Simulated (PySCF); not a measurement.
Input file for PySCF: R-M06-2X/def2-TZVPPD on NH3 (SMILES N) with ghost functions.

```python
from pyscf import gto, dft

mol = gto.M(
    atom='''
    N     0.05793109   -0.19654714    3.09406499
    H     0.00767695    0.78687253    3.34807106
    H     0.96514014   -0.55219767    3.38493113
    H    -0.66638814   -0.70056836    3.59764570
    ghost-B   -0.12648168   -0.37308079    1.43733706
    ghost-F    0.93690420    0.37918232    0.92206819
    ghost-H   -1.22100995    0.09350058    1.20949699
    ghost-H   -0.02571032   -1.56617162    1.25309006
    ''',
    basis='def2-tzvppd',
    charge=0, spin=0, verbose=4, max_memory=1800)
mf = dft.RKS(mol, xc='m062x').density_fit(auxbasis='def2-universal-jkfit')
mf.grids.level = 4
mf.conv_tol = 1e-9
mf.max_cycle = 150
mf.kernel()
mf.dip_moment()
```

Output:

```
PySCF version 2.14.0

[INPUT] verbose = 4
[INPUT] num. atoms = 8
[INPUT] num. electrons = 10
[INPUT] charge = 0
[INPUT] spin (= nelec alpha-beta = 2S) = 0
[INPUT] symmetry False subgroup None
[INPUT] Mole.unit = angstrom
[INPUT] Symbol           X                Y                Z      unit          X                Y                Z       unit  Magmom
[INPUT]  1 N      0.057931090000  -0.196547140000   3.094064990000 AA    0.109473894198  -0.371420265167   5.846935442705 Bohr   0.0
[INPUT]  2 H      0.007676950000   0.786872530000   3.348071060000 AA    0.014507332972   1.486973576644   6.326937348982 Bohr   0.0
[INPUT]  3 H      0.965140140000  -0.552197670000   3.384931130000 AA    1.823850536424  -1.043502362923   6.396592786215 Bohr   0.0
[INPUT]  4 H     -0.666388140000  -0.700568360000   3.597645700000 AA   -1.259291077258  -1.323882331936   6.798565066219 Bohr   0.0
[INPUT]  5 GHOST-B  -0.126481680000  -0.373080790000   1.437337060000 AA   -0.239015734975  -0.705020515436   2.716173392088 Bohr   0.0
[INPUT]  6 GHOST-F   0.936904200000   0.379182320000   0.922068190000 AA    1.770492342955   0.716550736077   1.742456347273 Bohr   0.0
[INPUT]  7 GHOST-H  -1.221009950000   0.093500580000   1.209496990000 AA   -2.307374400869   0.176690488688   2.285618059586 Bohr   0.0
[INPUT]  8 GHOST-H  -0.025710320000  -1.566171620000   1.253090060000 AA   -0.048585463375  -2.959635425866   2.367997022815 Bohr   0.0

nuclear repulsion = 11.8930810048383
number of shells = 75
number of NR pGTOs = 254
number of NR cGTOs = 199
basis = def2-tzvppd
ecp = {}


******** <class 'pyscf.df.df_jk.DFRKS'> ********
method = DFRKS
initial guess = minao
damping factor = 0
level_shift factor = 0
DIIS = <class 'pyscf.scf.diis.CDIIS'>
diis_start_cycle = 1
diis_space = 8
diis_damp = 0
SCF conv_tol = 1e-09
SCF conv_tol_grad = None
SCF max_cycles = 150
direct_scf = False
XC library pyscf.dft.libxc version 7.1.2
    S. Lehtola, C. Steigemann, M. J. T. Oliveira, and M. A. L. Marques,  SoftwareX 7, 1–5 (2018)
XC functionals = m062x
    Y. Zhao and D. G. Truhlar,  Theor. Chem. Acc. 120, 215 (2008)
    Y. Zhao and D. G. Truhlar,  Theor. Chem. Acc. 120, 215 (2008)
radial grids:
    Treutler-Ahlrichs [JCP 102, 346 (1995); DOI:10.1063/1.469408] (M4) radial grids

becke partition: Becke, JCP 88, 2547 (1988); DOI:10.1063/1.454033
pruning grids: <function nwchem_prune>
grids dens level: 4
symmetrized grids: False
atomic radii adjust function: <function treutler_atomic_radii_adjust>
small_rho_cutoff = 0
Set gradient conv threshold to 3.16228e-05
Initial guess from minao.
tot grids = 163360
******** <class 'pyscf.df.df.DF'> ********
auxbasis = def2-universal-jkfit
init E= -56.4247179685222
  HOMO = -0.329790703551167  LUMO = -0.0108073316557586  gap/eV = 8.67998
cycle= 1 E= -56.5327013896882  delta_E= -0.108  |g|= 0.299  |ddm|= 1.13
  HOMO = -0.270880446659604  LUMO = 0.00774152411765172  gap/eV = 7.58169
cycle= 2 E= -56.533768127153  delta_E= -0.00107  |g|= 0.313  |ddm|= 0.658
  HOMO = -0.338423171948346  LUMO = 0.00378197137433922  gap/eV = 9.31188
cycle= 3 E= -56.5532321493052  delta_E= -0.0195  |g|= 0.02  |ddm|= 0.389
  HOMO = -0.336997588841406  LUMO = 0.00417303409474457  gap/eV = 9.28373
cycle= 4 E= -56.5533071081207  delta_E= -7.5e-05  |g|= 0.00312  |ddm|= 0.0217
  HOMO = -0.337286240187971  LUMO = 0.00412003850263254  gap/eV = 9.29014
cycle= 5 E= -56.5533099984514  delta_E= -2.89e-06  |g|= 0.000469  |ddm|= 0.00663
  HOMO = -0.337256006829467  LUMO = 0.00411108165569374  gap/eV = 9.28907
cycle= 6 E= -56.5533101040421  delta_E= -1.06e-07  |g|= 7.55e-05  |ddm|= 0.0014
  HOMO = -0.337266605001489  LUMO = 0.00410732582229301  gap/eV = 9.28926
cycle= 7 E= -56.5533101076917  delta_E= -3.65e-09  |g|= 9.05e-06  |ddm|= 0.000298
  HOMO = -0.337267103239785  LUMO = 0.00410685771077723  gap/eV = 9.28926
cycle= 8 E= -56.5533101077558  delta_E= -6.41e-11  |g|= 1.29e-06  |ddm|= 5.54e-05
  HOMO = -0.337266833945383  LUMO = 0.00410687808679278  gap/eV = 9.28925
Extra cycle  E= -56.5533101077566  delta_E= -8.38e-13  |g|= 6.32e-07  |ddm|= 6.67e-06
converged SCF energy = -56.5533101077566
Dipole moment(X, Y, Z, Debye):  0.17773,  0.16685,  1.44393
```

Self-consistency was reached.

Cost: around 21 core-seconds (rough).
